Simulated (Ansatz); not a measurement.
C2H6GeSe can be A, `C=C[Se][GeH3]`, or B, `C[C]([GeH3])=[Se]`.

Program: Ansatz. Geometries: PBE0-D4/def2-TZVP. ΔE: electronic, gas phase. CCSD(T)/CBS adds triple-zeta CCSD(T) − MP2 to the extrapolated MP2 energy (def2 sets, frozen cores). DFT in def2-TZVPP. For Ge, Se outer-core shells are correlated without core-valence functions, which leaves a few kJ/mol of doubt a bond. Scalar relativity is left out up to krypton. One conformer a species, not always the lowest.

A:

Z-matrix (Å, degrees):
```
Ge
Se 1 2.353
H 1 1.537 2 110.9
H 1 1.538 2 108.4 3 120.4
H 1 1.534 2 106.4 3 -120.3
C 2 1.905 1 96.4 3 -72.0
C 6 1.324 2 122.9 1 141.0
H 6 1.086 2 115.5 1 -43.1
H 7 1.085 6 120.4 2 175.0
H 7 1.084 6 122.2 2 -4.5
```

B:

```xyz
10

C    -0.1277    0.6782    1.2929
C     0.6641   -0.0782    0.2869
Ge   -0.2607   -0.5880   -1.3722
Se    2.3513   -0.5197    0.5285
H     0.4569    0.9195    2.1810
H    -1.0122    0.0994    1.5866
H    -0.5118    1.6047    0.8482
H     0.6966   -1.3504   -2.2884
H    -0.7772    0.6918   -2.0578
H    -1.4793   -1.4574   -1.0058
```

Q: Which isomer does CCSD(T)/CBS put lower? Give the gap. (Estimate.)

A: Ansatz gave: A, by 13.2 kcal/mol.

Q: Give E(B) − E(A) in kcal/mol with CCSD(T)/def2-TZVPP, PBE0-D4, MP2/def2-TZVPP, CCSD(T)/def2-SVP, B2PLYP, HF/def2-TZVPP, BLYP-D4. (Estimate.)

A: Computed: CCSD(T)/def2-TZVPP 13.5, PBE0-D4 15.6, MP2/def2-TZVPP 12.7, CCSD(T)/def2-SVP 11.2, B2PLYP 14.3, HF/def2-TZVPP 19.6, BLYP-D4 14.6. None reverses the order clearly.

Q: Does the order hold for the free energy at 298.15 K (harmonic terms from PBE0-D4)? (Best estimate.)

A: The calculation gave: Yes: G(B) − G(A) = +13.4 kcal/mol, for one conformer each. Modes under 60 cm⁻¹, often nearly free rotors, make the harmonic entropy too high.

Largest T1 diagnostic: 0.014.

At CCSD(T), def2-SVP lies −2.0 kcal/mol from the extrapolated value and def2-TZVPP +0.3 kcal/mol. In def2-TZVPP, CCSD(T) changes the Hartree–Fock value by −6.1 kcal/mol (the triples alone add −1.3 kcal/mol) and MP2 by −6.9 kcal/mol.
